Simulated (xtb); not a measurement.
xtb input (GFN2-xTB):

```bash
xtb mol.xyz --gfn 2 --sp --chrg 0 --uhf 0
```
mol.xyz:
```
19

C      1.95942310    -1.69337599    -0.06024674
C      1.67174404    -0.44733408    -0.43215722
Si     0.04478531     0.41537383    -0.10199292
C      0.40080449     2.10266140     0.64414763
C     -0.90045822     0.62018678    -1.71064918
C     -0.94582909    -0.60544964     1.11004215
C     -2.11717568    -1.18085975     0.84546751
H      1.24372005    -2.30572506     0.47839796
H      2.91535201    -2.15984554    -0.27667069
H      2.44150257     0.10474175    -0.97102915
H     -0.52406514     2.65712304     0.81698786
H      1.03083656     2.69853987    -0.02069357
H      0.92115129     2.00814178     1.59951881
H     -1.12283941    -0.34600989    -2.16706556
H     -1.84210103     1.15081503    -1.55377428
H     -0.30933370     1.19543110    -2.42690143
H     -0.54096883    -0.73519490     2.11297364
H     -2.58836515    -1.09990546    -0.12845078
H     -2.66293550    -1.75831785     1.58498339
```

End of the output:

```
         :::::::::::::::::::::::::::::::::::::::::::::::::::::
         ::                     SUMMARY                     ::
         :::::::::::::::::::::::::::::::::::::::::::::::::::::
         :: total energy             -20.587734260179 Eh    ::
         :: gradient norm              0.034779039640 Eh/a0 ::
         :: HOMO-LUMO gap              4.390099158493 eV    ::
         ::.................................................::
         :: SCC energy               -20.945887655995 Eh    ::
         :: -> isotropic ES            0.020745993984 Eh    ::
         :: -> anisotropic ES          0.006979971472 Eh    ::
         :: -> anisotropic XC          0.017597707687 Eh    ::
         :: -> dispersion             -0.013306718771 Eh    ::
         :: repulsion energy           0.358153395816 Eh    ::
         :: add. restraining           0.000000000000 Eh    ::
         :: total charge              -0.000000000000 e     ::
         :::::::::::::::::::::::::::::::::::::::::::::::::::::

           -------------------------------------------------
          |                Property Printout                |
           -------------------------------------------------

    * Orbital Energies and Occupations

         #    Occupation            Energy/Eh            Energy/eV
      -------------------------------------------------------------
         1        2.0000           -0.7361376             -20.0313
       ...           ...                  ...                  ...
         8        2.0000           -0.4889359             -13.3046
         9        2.0000           -0.4819366             -13.1142
        10        2.0000           -0.4656769             -12.6717
        11        2.0000           -0.4647768             -12.6472
        12        2.0000           -0.4582783             -12.4704
        13        2.0000           -0.4573148             -12.4442
        14        2.0000           -0.4468931             -12.1606
        15        2.0000           -0.4432465             -12.0614
        16        2.0000           -0.4118529             -11.2071
        17        2.0000           -0.4072864             -11.0828
        18        2.0000           -0.3899657             -10.6115
        19        2.0000           -0.3877875             -10.5522
        20        2.0000           -0.3837453             -10.4422 (HOMO)
        21                         -0.2224122              -6.0521 (LUMO)
        22                         -0.2220145              -6.0413
        23                         -0.1240846              -3.3765
        24                         -0.1102989              -3.0014
        25                         -0.0947866              -2.5793
        26                          0.0041047               0.1117
        27                          0.0283607               0.7717
        28                          0.1016517               2.7661
        29                          0.1422883               3.8719
        30                          0.1539013               4.1879
        31                          0.1758200               4.7843
       ...                                ...                  ...
        45                          0.6202789              16.8786
      -------------------------------------------------------------
                  HL-Gap            0.1613332 Eh            4.3901 eV
             Fermi-level           -0.3030788 Eh           -8.2472 eV

     #   Z          covCN         q      C6AA      α(0)
     1   6 C        2.849    -0.078    29.949     8.969
     2   6 C        2.784    -0.132    31.365     9.173
     3  14 Si       3.548     0.474    99.716    19.237
     4   6 C        3.650    -0.202    24.855     7.161
     5   6 C        3.651    -0.200    24.809     7.154
     6   6 C        2.784    -0.131    31.317     9.166
     7   6 C        2.848    -0.079    29.958     8.971
     8   1 H        0.925     0.028     2.617     2.530
     9   1 H        0.925     0.031     2.566     2.505
    10   1 H        0.925     0.029     2.598     2.521
    11   1 H        0.924     0.029     2.598     2.521
    12   1 H        0.924     0.029     2.607     2.525
    13   1 H        0.924     0.028     2.616     2.529
    14   1 H        0.924     0.028     2.612     2.527
    15   1 H        0.924     0.030     2.585     2.514
    16   1 H        0.924     0.029     2.608     2.525
    17   1 H        0.925     0.027     2.624     2.533
    18   1 H        0.925     0.030     2.593     2.518
    19   1 H        0.925     0.029     2.598     2.520

 Mol. C6AA /au·bohr⁶  :       3744.061852
 Mol. C8AA /au·bohr⁸  :     104049.566121
 Mol. α(0) /au        :        100.100261

Wiberg/Mayer (AO) data.
largest (>0.10) Wiberg bond orders for each atom

 ---------------------------------------------------------------------------
     #   Z sym  total        # sym  WBO       # sym  WBO       # sym  WBO
 ---------------------------------------------------------------------------
     1   6 C    3.992 --     2 C    1.994     8 H    0.980     9 H    0.976
     2   6 C    3.972 --     1 C    1.994    10 H    0.973     3 Si   0.889
     3  14 Si   3.678 --     5 C    0.892     6 C    0.890     2 C    0.889
                             4 C    0.889
     4   6 C    3.980 --    13 H    0.990    12 H    0.989    11 H    0.989
                             3 Si   0.889
     5   6 C    3.981 --    14 H    0.990    16 H    0.989    15 H    0.989
                             3 Si   0.892
     6   6 C    3.972 --     7 C    1.995    17 H    0.975     3 Si   0.890
     7   6 C    3.992 --     6 C    1.995    18 H    0.980    19 H    0.976
     8   1 H    0.999 --     1 C    0.980
     9   1 H    0.999 --     1 C    0.976
    10   1 H    0.999 --     2 C    0.973
    11   1 H    0.999 --     4 C    0.989
    12   1 H    0.999 --     4 C    0.989
    13   1 H    0.999 --     4 C    0.990
    14   1 H    0.999 --     5 C    0.990
    15   1 H    0.999 --     5 C    0.989
    16   1 H    0.999 --     5 C    0.989
    17   1 H    0.999 --     6 C    0.975
    18   1 H    0.999 --     7 C    0.980
    19   1 H    0.999 --     7 C    0.976
 ---------------------------------------------------------------------------
Note: The following floating-point exceptions are signalling: IEEE_UNDERFLOW_FLAG IEEE_DENORMAL
normal termination of xtb

Topologies differ in total number of bonds
Writing topology from bond orders to xtbtopo.mol

molecular dipole:
                 x           y           z       tot (Debye)
 q only:        0.015       0.093      -0.036
   full:       -0.023       0.104      -0.056       0.304
molecular quadrupole (traceless):
                xx          xy          yy          xz          yz          zz
 q only:       -0.017       0.138      -0.099       0.015      -0.255       0.117
  q+dip:        0.856       0.746      -0.395      -0.538      -1.738      -0.460
   full:        0.277       0.426      -0.180      -0.192      -0.922      -0.097

           -------------------------------------------------
          | TOTAL ENERGY              -20.587734260179 Eh   |
          | GRADIENT NORM               0.034779039640 Eh/α |
          | HOMO-LUMO GAP               4.390099158493 eV   |
           -------------------------------------------------

------------------------------------------------------------------------
------------------------------------------------------------------------
 total:
 SCF:
```
